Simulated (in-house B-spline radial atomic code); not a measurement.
A fraction x of an electron is removed from 3p in Mn⁵⁺, starting from [Ar] 3d2 and keeping the highest spin. Method: non-relativistic r2SCAN0, spin-polarised, spherical fractional occupations, point nucleus. Calculated with a radial B-spline atomic code at the basis-set limit.

Caution: exact exchange at fractional occupations of open shells leaves self-interaction of up to several eV.

| x | E(x) - E(0) (eV) | 3p down level (eV) |
| --- | --- | --- |
| 0 | 0.0000 | -135.457 |
| 0.07 | 9.5314 | -136.869 |
| 0.23 | 31.6894 | -140.109 |
| 0.33 | ? | ? |
| 0.47 | 65.9018 | -145.000 |
| 0.5 | ? | ? |
| 0.6 | 84.9249 | -147.664 |
| 0.68 | 96.8037 | -149.309 |
| 0.82 | 117.9088 | -152.194 |
| 0.94 | 136.3210 | -154.676 |
| 1 | 145.6388 | -155.919 |

Task: What belongs in the row x = 0.33?

Result: An energy change of 45.8019 eV; 3p down at -142.142 eV.

Task: What belongs in the row x = 0.5?

Result: An energy change of 70.2610 eV; 3p down at -145.614 eV.

Task: Check Janak's theorem between x = 0.07 and 0.23.

Result: The slope of the energy is 138.49 eV; the orbital levels give 138.49 eV (-ε of the emptying orbital, averaged over the two points).
